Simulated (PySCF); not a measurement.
Calculation: B3LYP-D3(BJ)/def2-TZVP // r2SCAN-D4/def2-SVP (PySCF). Isolated molecules, 0 K electronic values unless said otherwise. One relaxed conformer stands for a flexible species; it need not be the lowest. B3LYP has the VWN-RPA correlation part, as in Gaussian. 

Reference species: [Cd(OH)(NH2)] (neutral, multiplicity 1).

```
Item                                     Result
-------------------------------------  --------
HOMO                                   -6.92 eV
charge on the central atom (Mulliken)    0.81 e
coordination number                           2
```

Changed species: [Cd(OH)2] (0 of 2 OH replaced by NH2; the reference has 1 of 2 OH replaced by NH2).

Task: What does the change do to the HOMO, charge on the central atom (Mulliken) and coordination number?

Result: the HOMO drops by 0.91 eV, to -7.83 eV; the charge on the central atom (Mulliken) rises by 0.07 e, to 0.88 e; the coordination number hardly moves.
